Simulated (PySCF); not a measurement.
# Shapes and spin states of OsO₂⁺

Method: PBE0 in PySCF with Os def2-TZVP with ECP60, O def2-TZVP; scalar-relativistic core potentials, no spin–orbit coupling; density-fitted integrals.

Relaxations began from a few typed shapes and spin states; open shells are unrestricted. The search is not exhaustive: other isomers or separated fragments can lie lower, and high-lying points may rest on an excited occupation.

```csv
spin,group,bonds,angles,imaginary modes (cm⁻¹),ΔE (kJ/mol),ΔE with ZPE (kJ/mol)
doublet (⟨S²⟩ 1.00),C2v,Os–O 1.653 Å (×2),O–Os–O 117.3°,none,0.0,0.0
quartet,C2v,Os–O 1.667 Å (×2),O–Os–O 126.5°,none,10.1,10.2
quartet,D∞h,Os–O 1.708 Å (×2),O–Os–O 180.0°,"314i, 314i",122.7,–
doublet (⟨S²⟩ 0.95),D∞h,Os–O 1.693 Å (×2),O–Os–O 180.0°,"300i, 277i",123.7,–
quartet,C2v,"Os–O 1.849 Å (×2), O–O 1.394 Å","O–Os–O 44.3°, O–O–Os 67.8° (×2)",none,268.0,267.5
broken-symmetry Ms = 1/2 (⟨S²⟩ 2.45),Cs,"Os–O 1.908 Å, O–O 1.208 Å",O–O–Os 138.0°,none,345.8,343.7
```

The lowest minimum found is the doublet (⟨S²⟩ 1.00) C2v: Os–O 1.653 Å (×2); O–Os–O 117.3°.

Formally Os is in oxidation state +5, d3, with 1 unpaired electron (the high-spin count would be 3). The Mulliken spin on Os is 0.92. The polar-tensor charge on Os, 1.72, is far below the formal one.

For the lowest minimum: the determinant is spin-contaminated (⟨S²⟩ = 1.00, pure value 0.75). Open d and f shells are described by one determinant, and the ground state may have another occupation or spin. No spin–orbit coupling is included, which matters more the heavier the element.

The electron or spin density has lower symmetry than the nuclear frame for the doublet (⟨S²⟩ 0.95) D∞h at 123.7 kJ/mol.
